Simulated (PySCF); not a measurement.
Cl$_{4}$SW (SMILES [S]=[W]([Cl])([Cl])([Cl])[Cl]), singlet, geometry from GFN2-xTB (such geometries of metal compounds can be far from the true shape) (core potentials on Cl, S, W); DF-BLYP/LANL2DZ in PySCF.

Input for PySCF:
```python
from pyscf import gto, scf, dft

mol = gto.M(
    atom='''
W     0.05136557   -0.02213398    0.05443562
S     1.49823173   -0.64560426    1.58777894
Cl   -1.46040727    0.62930529   -1.54769376
Cl    0.27309176    2.15259903    0.49173666
Cl    1.19778788   -0.92365033   -1.63163749
Cl   -1.64416414   -1.15427854    0.95625937
''',
    basis='lanl2dz',
    ecp={'Cl': 'lanl2dz', 'S': 'lanl2dz', 'W': 'lanl2dz'},
    verbose=4,
)

mf = dft.RKS(mol)
mf.xc = 'blyp'
mf = mf.density_fit(auxbasis='def2-universal-jkfit')
mf.kernel()
```

Output, abridged:

```
PySCF version 2.14.0

[INPUT] verbose = 4
[INPUT] num. atoms = 6
[INPUT] num. electrons = 48
[INPUT] charge = 0
[INPUT] spin (= nelec alpha-beta = 2S) = 0
[INPUT] symmetry False subgroup None
[INPUT] Mole.unit = angstrom
[INPUT] Symbol           X                Y                Z      unit          X                Y                Z       unit  Magmom
[INPUT]  1 W      0.051365570000  -0.022133980000   0.054435620000 AA    0.097066859532  -0.041827160247   0.102868413221 Bohr   0.0
[INPUT]  2 S      1.498231730000  -0.645604260000   1.587778940000 AA    2.831247640833  -1.220015236252   3.000467342952 Bohr   0.0
[INPUT]  3 Cl    -1.460407270000   0.629305290000  -1.547693760000 AA   -2.759769770624   1.189214646840  -2.924717331098 Bohr   0.0
[INPUT]  4 Cl     0.273091760000   2.152599030000   0.491736660000 AA    0.516068633275   4.067822622704   0.929247612808 Bohr   0.0
[INPUT]  5 Cl     1.197787880000  -0.923650330000  -1.631637490000 AA    2.263491048523  -1.745446158564  -3.083347990673 Bohr   0.0
[INPUT]  6 Cl    -1.644164140000  -1.154278540000   0.956259370000 AA   -3.107019928431  -2.181270312063   1.807068313349 Bohr   0.0

nuclear repulsion = 183.53172487055
number of shells = 27
number of NR pGTOs = 98
number of NR cGTOs = 62
basis = lanl2dz
ecp = {'Cl': 'lanl2dz', 'S': 'lanl2dz', 'W': 'lanl2dz'}

******** <class 'pyscf.df.df_jk.DFRKS'> ********
method = DFRKS
initial guess = minao
damping factor = 0
level_shift factor = 0
DIIS = <class 'pyscf.scf.diis.CDIIS'>
diis_start_cycle = 1
diis_space = 8
diis_damp = 0
SCF conv_tol = 1e-09
SCF conv_tol_grad = None
SCF max_cycles = 50
direct_scf = False
XC library pyscf.dft.libxc version 7.1.2
    S. Lehtola, C. Steigemann, M. J. T. Oliveira, and M. A. L. Marques,  SoftwareX 7, 1–5 (2018)
XC functionals = blyp
    A. D. Becke,  Phys. Rev. A 38, 3098 (1988)
    C. Lee, W. Yang, and R. G. Parr,  Phys. Rev. B 37, 785 (1988)
    B. Miehlich, A. Savin, H. Stoll, and H. Preuss,  Chem. Phys. Lett. 157, 200 (1989)
radial grids:
    Treutler-Ahlrichs [JCP 102, 346 (1995); DOI:10.1063/1.469408] (M4) radial grids

becke partition: Becke, JCP 88, 2547 (1988); DOI:10.1063/1.454033
pruning grids: <function nwchem_prune>
grids dens level: 3
symmetrized grids: False
atomic radii adjust function: <function treutler_atomic_radii_adjust>
small_rho_cutoff = 0
Set gradient conv threshold to 3.16228e-05
Initial guess from minao.
tot grids = 118712
init E= -127.984721639269
  HOMO = 0.0811495734559373  LUMO = 0.13459653183253  gap/eV = 1.45437
cycle= 1 E= -133.025728151031  delta_E= -5.04  |g|= 3.43  |ddm|= 9.85

WARN: HOMO -0.910048866429408 == LUMO -0.9100482474002

cycle= 2 E= -126.479364016512  delta_E= 6.55  |g|= 3.98  |ddm|= 9.51
  HOMO = -0.254635223355595  LUMO = -0.113668493469808  gap/eV = 3.83590
cycle= 3 E= -134.943610249663  delta_E= -8.46  |g|= 2.24  |ddm|= 7.02
  HOMO = -0.308612183895359  LUMO = -0.276778917380335  gap/eV = 0.86623
cycle= 4 E= -136.062209080728  delta_E= -1.12  |g|= 2.29  |ddm|=  3.7
  HOMO = -0.272462742629659  LUMO = -0.1972407778432  gap/eV = 2.04689
cycle= 5 E= -136.941838759604  delta_E= -0.88  |g|= 1.38  |ddm|= 2.94
  HOMO = -0.300072975332203  LUMO = -0.23539024509299  gap/eV = 1.76011
cycle= 6 E= -137.433707278729  delta_E= -0.492  |g|= 0.847  |ddm|= 1.37
  HOMO = -0.272310996338692  LUMO = -0.209229525080797  gap/eV = 1.71653
cycle= 7 E= -137.083076543991  delta_E= 0.351  |g|= 1.28  |ddm|= 0.927
  HOMO = -0.26098539901484  LUMO = -0.210062635721316  gap/eV = 1.38568
cycle= 8 E= -137.003252847834  delta_E= 0.0798  |g|= 1.35  |ddm|= 0.245
  HOMO = -0.270414366776608  LUMO = -0.201363262679128  gap/eV = 1.87898
cycle= 9 E= -137.371608670792  delta_E= -0.368  |g|= 0.885  |ddm|= 0.513
  HOMO = -0.258963531708667  LUMO = -0.185839583206508  gap/eV = 1.98980
cycle= 10 E= -137.524711131755  delta_E= -0.153  |g|= 0.597  |ddm|= 0.522
  HOMO = -0.267936975628307  LUMO = -0.196799804818624  gap/eV = 1.93574
cycle= 11 E= -137.521691944064  delta_E= 0.00302  |g|= 0.609  |ddm|= 0.341
  HOMO = -0.283888165093753  LUMO = -0.193964603797052  gap/eV = 2.44694
cycle= 12 E= -137.614044438038  delta_E= -0.0924  |g|= 0.243  |ddm|= 0.808
  HOMO = -0.274009690531743  LUMO = -0.188454811854614  gap/eV = 2.32807
cycle= 13 E= -137.632780555359  delta_E= -0.0187  |g|= 0.0771  |ddm|= 0.342
  HOMO = -0.274413660618776  LUMO = -0.187717553260672  gap/eV = 2.35912
cycle= 14 E= -137.634742909747  delta_E= -0.00196  |g|= 0.0118  |ddm|= 0.077
  HOMO = -0.274545351042865  LUMO = -0.187275158705392  gap/eV = 2.37474
cycle= 15 E= -137.634751222089  delta_E= -8.31e-06  |g|= 0.0117  |ddm|= 0.025
  HOMO = -0.27477493238526  LUMO = -0.187748659830466  gap/eV = 2.36811
cycle= 16 E= -137.634793206292  delta_E= -4.2e-05  |g|= 0.00322  |ddm|= 0.0146
  HOMO = -0.274753451965527  LUMO = -0.187657872147288  gap/eV = 2.36999
cycle= 17 E= -137.634796044827  delta_E= -2.84e-06  |g|= 0.00103  |ddm|= 0.00235
  HOMO = -0.27477924558958  LUMO = -0.18765879873752  gap/eV = 2.37067
cycle= 18 E= -137.634796468976  delta_E= -4.24e-07  |g|= 2.59e-05  |ddm|= 0.00138
  HOMO = -0.274779761288388  LUMO = -0.187660487069001  gap/eV = 2.37064
cycle= 19 E= -137.634796469168  delta_E= -1.91e-10  |g|= 1.47e-05  |ddm|= 5.02e-05
  HOMO = -0.274780144199561  LUMO = -0.187658195906544  gap/eV = 2.37071
Extra cycle  E= -137.634796465437  delta_E= 3.73e-09  |g|= 0.000107  |ddm|= 0.000122
converged SCF energy = -137.634796465437
```
